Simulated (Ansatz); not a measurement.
W₂S₄⁻. The state is a doublet with charge -1. Geometry PBE-D4/def2-SVPD; atoms count from 1.

```
atom    x (Å)    y (Å)    z (Å)
  W1  -0.4191  -1.3517   0.1522
  W2   0.0965   1.2197   0.7497
  S3  -1.9978   0.3243   0.2034
  S4   0.9351   2.7073  -0.6094
  S5   1.4417  -0.6188   1.2943
  S6  -0.0564  -2.2807  -1.7903
```

In the def2 sets W takes a core potential; there is no spin–orbit coupling. The charge -1 doublet is spin-contaminated (final ⟨S²⟩ up to 1.64, 0.75 for a pure state). No other spin state of charge -1 was run. The geometry of the doublet was relaxed on an unsound state (⟨S²⟩ 1.39, where a pure state has 0.75). Another isomer (doublet) lies 0.11 eV lower at PBE-D4/def2-TZVPD; other spin states weren't run for this one.

Question: Estimate the Mulliken populations from the PBE0/def2-TZVPD orbitals of Ansatz.

Answer: 
| atom | charge (e) | spin (α − β) | d electrons |
| --- | --- | --- | --- |
| W1 | 0.84 | -0.76 | 4.20 |
| W2 | 0.80 | 2.00 | 4.25 |
| S3 | -0.67 | -0.06 | – |
| S4 | -0.67 | -0.11 | – |
| S5 | -0.67 | -0.06 | – |
| S6 | -0.64 | -0.02 | – |
Mulliken values and Mayer orders depend strongly on the basis. With diffuse functions, as here, like atoms can get unlike values, and bond orders can come out too low or too high.

Question: Where does the spin sit?

Answer: Summed by element: W 1.24, S -0.24, of 1 unpaired in all. Largest on single atoms: W2 2.00, W1 -0.76, S4 -0.11.

Question: And the Mayer bond orders between bonded heavy atoms (over 0.3)?

Answer: W1–W2 0.93 (2.69 Å); W1–S3 1.15 (2.30 Å); W1–S5 1.15 (2.30 Å); W1–S6 1.87 (2.18 Å); W2–S3 0.85 (2.34 Å); W2–S4 1.89 (2.18 Å); W2–S5 0.85 (2.34 Å).
